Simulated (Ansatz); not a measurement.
Pulling on the Al1–F3 bond in AlF2H (SMILES [F][AlH][F]) (multiplicity 1 held, fragments rigid). Energies count from the point at 1.644 Å.
Geometry at that point (charge 0, multiplicity 1):
```xyz
4

Al    -0.29736    -0.20001    -0.23453
H     -1.37592    -0.92547    -1.08523
F     -0.21998     1.44164    -0.18461
F      0.80237    -1.04991     0.64396
```

R- and RO- levels are restricted; in cc, def2 and unpolarised 6-31G sets they are followed outwards from rest. Active spaces are followed from a long bond inwards. Levels need not reach the same state.

Correlated levels freeze the cores.

Codes used: Ansatz (a program for electronic structure) with Gaussian orbitals. 

Energies in kcal/mol.

```
R (Å)  R-MP2/cc-pV(D+d)Z  R-CCSD(T)/cc-pV(D+d)Z  FIC-MRCISD on CASSCF(6,4)/cc-pV(D+d)Z  FIC-MRCISD+Q on CASSCF(6,4)/cc-pV(D+d)Z
-----  -----------------  ---------------------  -------------------------------------  ---------------------------------------
1.315               79.4                   78.8                                   77.1                                     78.2
1.480               15.6                   15.4                                   14.6                                     15.1
1.644                0.0                    0.0                                    0.0                                      0.0
1.809                5.5                    5.5                                    6.0                                      5.7
1.973               20.2                   20.2                                   21.0                                     20.6
2.220               48.2                   47.9                                   48.9                                     48.4
2.466               76.0                   75.0                                   76.1                                     75.8
2.877              114.8                  110.6                                  111.9                                    112.7
3.288              143.1                  129.6                                  131.9                                    133.7
3.782              165.9                  118.6                                  140.7                                    143.0
4.439              180.4                   47.9                                  143.3                                    145.8
5.262              179.8                  -17.3                                  143.8                                    146.3
```

Doubts at one or more of the structures used: a restricted determinant that unrestricted orbitals would lower (R-MP2/cc-pV(D+d)Z, R-CCSD(T)/cc-pV(D+d)Z); T1 above 0.05 (R-CCSD(T)/cc-pV(D+d)Z); other coupled-cluster roots lie near (R-CCSD(T)/cc-pV(D+d)Z); active orbitals that take no part (FIC-MRCISD on CASSCF(6,4)/cc-pV(D+d)Z, FIC-MRCISD+Q on CASSCF(6,4)/cc-pV(D+d)Z).
